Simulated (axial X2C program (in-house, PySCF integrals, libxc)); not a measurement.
# What spin–orbit coupling does to BaI

Calculated with an axial X2C code built on PySCF integrals. Spin-free means the one-electron spin-free X2C Hamiltonian; two-component (2c) means X2C with spin–orbit coupling and atomic mean-field two-electron Coulomb and Gaunt terms, so the difference of the two also holds small scalar two-electron terms. Basis: Ba dyall-v2z [12s13p8d], I dyall-v2z [9s9p7d] (cores contracted in-house); Gaussian nuclei, density fitting, unrestricted open shells. Masses: Ba 137.905 u, I 126.904 u.

Spin-free state: M_S = 1/2, Λ = 0 (beyond evenly filled blocks: σα); fragments Ba + I.

```
    level  Re (Å)  ωe (cm⁻¹)  De (eV)  μ (D)
     PBE0   3.114      151.1    3.621  -5.73
       HF   3.234      139.9    3.075  -5.99
      MP2   3.187      144.8    3.075    n/a
      M06   3.119      152.2    2.898  -5.90
BHandHLYP   3.155      147.3    3.321  -6.20
```

Correlated methods: 17 electrons correlated (number of frozen shells: Ba 4 s, 3 p, 2 d; I 4 s, 3 p, 2 d), 147 virtual spin orbitals or spinors in MP2.

Dipoles are positive if I is the positive end.

Two-component determinant lowest at the distance of the search:

Ω = 1/2 (⟨Sz⟩ = 0.50, ⟨Lz⟩ = 0.00 at HF); fragments Ba + I.

| level | Re (Å) | ωe (cm⁻¹) | De (eV) | μ (D) |
| --- | --- | --- | --- | --- |
| PBE0 | 3.116 | 150.8 | 3.321 | -5.69 |
| HF | 3.236 | 139.7 | 2.764 | -5.95 |
| MP2 | 3.189 | 144.6 | 2.784 | n/a |
| M06 | 3.120 | 151.8 | 2.617 | -5.84 |
| BHandHLYP | 3.156 | 147.0 | n/a | -6.15 |

Problem. From the two tables, how do the constants change at the MP2 level (2c against spin-free)?

Solution. At the MP2 level Re increases by 0.002 Å and ωe doesn't move by more than 0.2 cm⁻¹; De changes by -0.291 eV.

The state is one determinant whose occupation by symmetry is held fixed; it was picked as the lowest of a PBE0 search that is not exhaustive. De is counted from the lowest determinant-based energies of the atoms at the same level, without counterpoise correction. De is not given where an atomic determinant may have missed its ground term or J level, or where the truncated virtual space spoils (T). Density functionals use the spin component along the axis (collinear). The functionals have no current-density term, which raises determinants with orbital currents, atoms included. At some level and bond length an empty orbital lies below a filled one.
